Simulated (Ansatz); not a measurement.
cyclo-(H2SiO)2 (Si₂O₂H₄). Total charge 0; singlet. Geometry PBE0-D4/def2-SVP, basis def2-TZVP, Ansatz.

```xyz
8

Si   -0.6929    0.9821   -0.0829
H    -1.3671    1.4328   -1.3282
H    -0.9856    1.9023    1.0468
O     0.9602    0.6535   -0.2835
Si    0.6929   -0.9821    0.0829
H     1.3671   -1.4327    1.3282
H     0.9856   -1.9023   -1.0468
O    -0.9602   -0.6535    0.2834
```

```tsv
run	HOMO (eV)	LUMO (eV)
A	-8.47	-0.95
B	-11.40	1.50
C	-7.71	-1.47
D	-7.60	-1.23
E	-11.08	1.35
F	-8.67	-0.74
```

LC-ωPBE has ω = 0.4 bohr⁻¹. B3LYP takes the VWN-RPA correlation.

Question: The runs used B3LYP, B97M-V, LC-ωPBE, PBE0, r2SCAN, ωB97X-V. Estimate which is which.

Answer: A B3LYP (20 % exact exchange); B LC-ωPBE (range-separated); C B97M-V (0 % exact exchange); D r2SCAN (0 % exact exchange); E ωB97X-V (range-separated); F PBE0 (25 % exact exchange). Exact exchange lowers occupied and raises empty levels; among semilocal functionals meta-GGAs tend to open the gap a little, and such runs are hard to tell apart. The gap grows from 6.24 eV (B97M-V) to 12.90 eV (LC-ωPBE).
